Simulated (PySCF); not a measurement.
**From computed data to an observable: refractive index and permittivity of the vapour**

GaHFBr, SMILES [Br][GaH][F].

Geometry: r2SCAN-D4/def2-TZVP.

B3LYP/def2-TZVPD (PySCF) gives a mean static polarisability of 49.9 bohr³ and a dipole moment of 2.08 D. Take an ideal gas at 298.15 K and 1 bar, whether or not the substance is that volatile.

**Question.** Work out n − 1 in the optical limit and the static ε − 1.

**Answer.** 
Polarisability volume α' = 49.9 × 0.148185 = 7.39 Å³. Number density N = p/kT = 2.43e-5 Å⁻³.
Dilute limit of Lorentz–Lorenz: n − 1 = 2π N α' = 0.0011.
Orientation term of Debye: μ²/(3kT) = 8.098 Å³ × μ²(D²) = 35.03 Å³.
ε − 1 = 4π N (α' + μ²/3kT) = 0.013. Orientation of the dipole supplies 83 % of the static response; it can't follow optical fields. Vibrational polarisation and dispersion are left out.
